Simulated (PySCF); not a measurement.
C3H4, charge -1, doublet, at a GFN2-xTB geometry (a state made from the parent by changing its charge; the spin is typed, not shown lowest); MP2/3-21G (PySCF).

PySCF was given this input:
```python
from pyscf import gto, scf, mp

mol = gto.Mole()
mol.atom = '''
C 
C  1 1.353547
C  2 1.353547 1 133.973577
H  1 1.109367 2 125.228591 3 26.551243
H  1 1.094873 4 112.631817 2 -169.385920
H  3 1.094873 2 121.270809 1 -164.921736
H  3 1.109367 6 112.631817 2 169.861238
'''
mol.basis = '3-21g'
mol.charge = -1
mol.spin = 1
mol.verbose = 5
mol.build()

mf = scf.UHF(mol)
mf.kernel()

pt = mp.MP2(mf)
pt.kernel()
print('E(MP2) = %.10f' % pt.e_tot)
```

Question: What does PySCF print? Leave out banner, timings and long lists.

Answer: 
```
PySCF version 2.14.0

[INPUT] verbose = 5
[INPUT] max_memory = 4000
[INPUT] num. atoms = 7
[INPUT] num. electrons = 23
[INPUT] charge = -1
[INPUT] spin (= nelec alpha-beta = 2S) = 1
[INPUT] symmetry False subgroup None
[INPUT] Mole.unit = angstrom
[INPUT] Symbol           X                Y                Z      unit          X                Y                Z       unit  Magmom
[...]
[INPUT] ---------------- BASIS SET ----------------
[INPUT] l, kappa, [nprim/nctr], expnt,             c_1 c_2 ...
[INPUT] C
[...]
                                25.9109           0.358794
                                5.53335           0.700713
[...]
                                0.770545          1.21584
[...]
                                0.770545          0.860619
[...]
[INPUT] H
[...]
                                0.824547          0.904691
[...]
nuclear repulsion = 58.3160156792311
number of shells = 23
number of NR pGTOs = 57
number of NR cGTOs = 35
basis = 3-21g
ecp = {}

******** <class 'pyscf.scf.uhf.UHF'> ********
method = UHF
initial guess = minao
damping factor = 0
level_shift factor = 0
DIIS = <class 'pyscf.scf.diis.CDIIS'>
diis_start_cycle = 1
diis_space = 8
diis_damp = 0
SCF conv_tol = 1e-09
SCF conv_tol_grad = None
SCF max_cycles = 50
direct_scf = True
direct_scf_tol = 1e-13
number electrons alpha = 12  beta = 11
Set gradient conv threshold to 3.16228e-05
E1 = -268.495518899419  E2 = 94.75218931489722  Ecoul = 111.66331296878644  Exc = -16.91112365388922
init E= -115.427313905291
cond(S) = 372.4715037501812

  alpha mo_energy =
[-11.24004186 -11.23902256 -11.23456116  -1.42443211  -1.11460823
  -0.72240547  -0.53082681  -0.50268114  -0.4295562   -0.29909739
  -0.17891329  -0.05288547   0.12946403   0.22173068   0.25530804
   0.32109805   0.32283529   0.4351532    0.58052741   0.84772911
   0.89953103   0.9288335    0.98282742   0.99916685   1.05320829
   1.06888764   1.0767865    1.18925717   1.24840242   1.28941225
   1.31807354   1.48336813   1.53588855   1.77372704   1.98379457]
  beta  mo_energy =
[-11.24004186 -11.23902256 -11.23456116  -1.42443211  -1.11460823
  -0.72240547  -0.53082681  -0.50268114  -0.4295562   -0.29909739
  -0.17891329  -0.05288547   0.12946403   0.22173068   0.25530804
   0.32109805   0.32283529   0.4351532    0.58052741   0.84772911
   0.89953103   0.9288335    0.98282742   0.99916685   1.05320829
   1.06888764   1.0767865    1.18925717   1.24840242   1.28941225
[...]
  beta  mo_energy =
[-10.90620802 -10.88914203 -10.88888813  -0.76533298  -0.63927543
  -0.43795872  -0.33322325  -0.32497226  -0.28056989  -0.13184366
  -0.01506838   0.37168191   0.48308061   0.52186803   0.55471698
   0.61163146   0.61329693   0.76696652   0.87911235   1.15776372
   1.19385492   1.25044867   1.31306064   1.33342601   1.37458861
   1.3882029    1.3915609    1.50208558   1.57396344   1.60212102
   1.64589019   1.78218727   1.87235658   2.11873636   2.32553669]
multiplicity <S^2> = 0.76525447  2S+1 = 2.0151967
E1 = -275.32416127119893  E2 = 101.8885396190333  Ecoul = 118.95191219386801  Exc = -17.063372574834716
cycle= 15 E= -115.119605972935  delta_E= -6.84e-10  |g|= 3.23e-06  |ddm|= 0.000178
  alpha mo_energy =
[-1.09198638e+01 -1.08942814e+01 -1.08940199e+01 -8.01202686e-01
 -6.65581211e-01 -4.66610690e-01 -3.58490246e-01 -3.47980460e-01
 -2.92197665e-01 -1.73320481e-01 -1.17753040e-01 -3.28776657e-03
  4.62808882e-01  5.13300749e-01  5.39804452e-01  5.90243722e-01
  5.97042991e-01  7.56175166e-01  8.58434452e-01  1.14343851e+00
  1.18191671e+00  1.22511749e+00  1.27092210e+00  1.29015524e+00
  1.34876762e+00  1.35580482e+00  1.37874843e+00  1.49172520e+00
  1.56796329e+00  1.59376509e+00  1.63733798e+00  1.77376949e+00
  1.86189558e+00  2.10642467e+00  2.31103260e+00]
  beta  mo_energy =
[-10.90620931 -10.88914371 -10.88888982  -0.76533388  -0.63927616
  -0.43795944  -0.33322392  -0.32497267  -0.2805703   -0.1318444
  -0.01506908   0.37168145   0.48308006   0.52186781   0.55471662
   0.61163116   0.61329669   0.76696594   0.87911189   1.15776331
   1.19385435   1.25044798   1.31306001   1.33342544   1.37458797
   1.38820224   1.39156031   1.50208498   1.57396282   1.60212065
   1.64588941   1.78218693   1.87235581   2.11873572   2.32553595]
multiplicity <S^2> = 0.76525451  2S+1 = 2.0151968
E1 = -275.32416722438455  E2 = 101.88854557220492  Ecoul = 118.95191876305663  Exc = -17.063373190851706
Extra cycle  E= -115.119605972949  delta_E= -1.4e-11  |g|= 1.84e-06  |ddm|= 6.9e-06
converged SCF energy = -115.119605972949  <S^2> = 0.76525451  2S+1 = 2.0151968

******** <class 'pyscf.mp.ump2.UMP2'> ********
nocc = (np.int64(12), np.int64(11)), nmo = (35, 35)
transform (ia|jb) incore
E(UMP2) = -115.380247677055  E_corr = -0.260641704106041
E(SCS-UMP2) = -115.380613406078  E_corr = -0.261007433129653
E_corr(same-spin) = -0.0597260905356875
E_corr(oppo-spin) = -0.200915613570353
E(MP2) = -115.3802476771
```
